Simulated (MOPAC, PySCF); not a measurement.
H2ClFSi, SMILES `F[SiH2]Cl`, neutral singlet in the gas phase. 

Cartesian coordinates (Å):
```xyz
5

F     -0.8695     1.3395    -0.0366
Si    -0.1075    -0.0616     0.0003
Cl     1.9107     0.2835     0.0116
H     -0.4554    -0.8069    -1.2181
H     -0.4782    -0.7545     1.2427
```
Charge 0, multiplicity 1.

All levels are single points at this geometry (B3LYP-D3(BJ)/def2-TZVP); Pople sets use spherical d functions. Orbital energies aren't observables, and empty levels follow the basis.

```tsv
level	HOMO (eV)	LUMO (eV)	gap (eV)	dipole (D)	vertical IE, Delta-SCF (eV)
B3LYP-D3(BJ)/def2-TZVP in PySCF	-9.04	-0.20	8.84	1.37	–
B3LYP/6-31G* in PySCF	-8.92	0.16	9.08	1.62	11.65
BP86/6-31G* in PySCF	-7.87	-0.51	7.36	1.51	–
PBE/6-31G* in PySCF	-7.76	-0.51	7.25	1.51	11.25
HF/6-31G* in PySCF	-12.61	3.56	16.18	1.92	11.32
HF/STO-3G in PySCF	-10.36	9.46	19.82	2.68	–
AM1 in MOPAC	-11.58	-0.51	11.07	1.87	–
PM6 in MOPAC	-11.13	-0.34	10.79	1.48	–
PM7 in MOPAC	-11.81	-0.83	10.97	2.23	–
```
